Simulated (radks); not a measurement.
The numbers below are computed, except where a source is named.
The gold ion Au2+, configuration [Xe] 4f14 5d9.

Level of theory: scalar-relativistic Kohn-Sham, B86b exchange with PBE correlation, spin-polarised, spherical densities, point nucleus; open shells are filled with parallel spins first (spin-orbit coupling, left out, can overturn this in heavy ions) (a radial shooting solver on a logarithmic mesh with Libxc functionals).

Energy parts (hartree):
part                       energy
total                 -19012.1088
kinetic                21278.5905
electron-nucleus      -47252.2815
Hartree                 7324.5777
exchange-correlation    -362.9955

Orbitals (lengths in bohr, moments of r in powers of bohr; r(90%) holds 90 % of the orbital's charge):
[
 {"orbital": "1s down", "occ.": "1", "eigenvalue (hartree)": "-2969.968", "r(90%)": "0.0308", "<1/r>": "95.83", "<r^4>": "4.241e-07"},
 {"orbital": "1s up", "occ.": "1", "eigenvalue (hartree)": "-2969.968", "r(90%)": "0.0308", "<1/r>": "95.83", "<r^4>": "4.241e-07"},
 {"orbital": "2s up", "occ.": "1", "eigenvalue (hartree)": "-524.6618", "r(90%)": "0.110", "<1/r>": "22.46", "<r^4>": "0.00006217"},
 {"orbital": "2s down", "occ.": "1", "eigenvalue (hartree)": "-524.6591", "r(90%)": "0.110", "<1/r>": "22.47", "<r^4>": "0.00006217"},
 {"orbital": "2p up", "occ.": "3", "eigenvalue (hartree)": "-453.5937", "r(90%)": "0.105", "<1/r>": "19.97", "<r^4>": "0.00005051"},
 {"orbital": "2p down", "occ.": "3", "eigenvalue (hartree)": "-453.5915", "r(90%)": "0.105", "<1/r>": "19.97", "<r^4>": "0.00005051"},
 {"orbital": "3s up", "occ.": "1", "eigenvalue (hartree)": "-124.4452", "r(90%)": "0.270", "<1/r>": "8.327", "<r^4>": "0.002248"},
 {"orbital": "3s down", "occ.": "1", "eigenvalue (hartree)": "-124.4442", "r(90%)": "0.270", "<1/r>": "8.327", "<r^4>": "0.002248"},
 {"orbital": "3p up", "occ.": "3", "eigenvalue (hartree)": "-103.8360", "r(90%)": "0.277", "<1/r>": "7.593", "<r^4>": "0.002473"},
 {"orbital": "3p down", "occ.": "3", "eigenvalue (hartree)": "-103.8349", "r(90%)": "0.277", "<1/r>": "7.593", "<r^4>": "0.002473"},
 {"orbital": "3d up", "occ.": "5", "eigenvalue (hartree)": "-81.84636", "r(90%)": "0.260", "<1/r>": "7.145", "<r^4>": "0.001901"},
 {"orbital": "3d down", "occ.": "5", "eigenvalue (hartree)": "-81.84437", "r(90%)": "0.260", "<1/r>": "7.145", "<r^4>": "0.001901"},
 {"orbital": "4s up", "occ.": "1", "eigenvalue (hartree)": "-27.63964", "r(90%)": "0.583", "<1/r>": "3.568", "<r^4>": "0.05041"},
 {"orbital": "4s down", "occ.": "1", "eigenvalue (hartree)": "-27.63699", "r(90%)": "0.583", "<1/r>": "3.568", "<r^4>": "0.05041"},
 {"orbital": "4p up", "occ.": "3", "eigenvalue (hartree)": "-20.88334", "r(90%)": "0.629", "<1/r>": "3.221", "<r^4>": "0.06748"},
 {"orbital": "4p down", "occ.": "3", "eigenvalue (hartree)": "-20.88090", "r(90%)": "0.628", "<1/r>": "3.221", "<r^4>": "0.06747"},
 {"orbital": "4d up", "occ.": "5", "eigenvalue (hartree)": "-12.77808", "r(90%)": "0.684", "<1/r>": "2.886", "<r^4>": "0.09351"},
 {"orbital": "4d down", "occ.": "5", "eigenvalue (hartree)": "-12.77526", "r(90%)": "0.684", "<1/r>": "2.886", "<r^4>": "0.09344"},
 {"orbital": "5s up", "occ.": "1", "eigenvalue (hartree)": "-4.78728", "r(90%)": "1.32", "<1/r>": "1.460", "<r^4>": "1.347"},
 {"orbital": "5s down", "occ.": "1", "eigenvalue (hartree)": "-4.76907", "r(90%)": "1.32", "<1/r>": "1.463", "<r^4>": "1.341"},
 {"orbital": "4f up", "occ.": "7", "eigenvalue (hartree)": "-3.78179", "r(90%)": "0.801", "<1/r>": "2.462", "<r^4>": "0.1874"},
 {"orbital": "4f down", "occ.": "7", "eigenvalue (hartree)": "-3.77776", "r(90%)": "0.800", "<1/r>": "2.463", "<r^4>": "0.1863"},
 {"orbital": "5p up", "occ.": "3", "eigenvalue (hartree)": "-2.99919", "r(90%)": "1.55", "<1/r>": "1.240", "<r^4>": "2.520"},
 {"orbital": "5p down", "occ.": "3", "eigenvalue (hartree)": "-2.97668", "r(90%)": "1.55", "<1/r>": "1.242", "<r^4>": "2.513"},
 {"orbital": "5d up", "occ.": "5", "eigenvalue (hartree)": "-1.01711", "r(90%)": "2.29", "<1/r>": "0.8746", "<r^4>": "12.02"},
 {"orbital": "5d down", "occ.": "4", "eigenvalue (hartree)": "-0.99245", "r(90%)": "2.30", "<1/r>": "0.8730", "<r^4>": "12.32"}
]

The highest occupied level is 5d down at -27.006 eV. Summed over all electrons, <r^2> = 42.24 bohr^2, which gives a Langevin (diamagnetic) susceptibility term of -33.5 x 10^-6 cm^3/mol.

Run on one thread of a shared host, so times are rough (Arm Neoverse N1): 0.41 s of CPU time, 0.41 s wall, 15 iterations on 2541 mesh points.
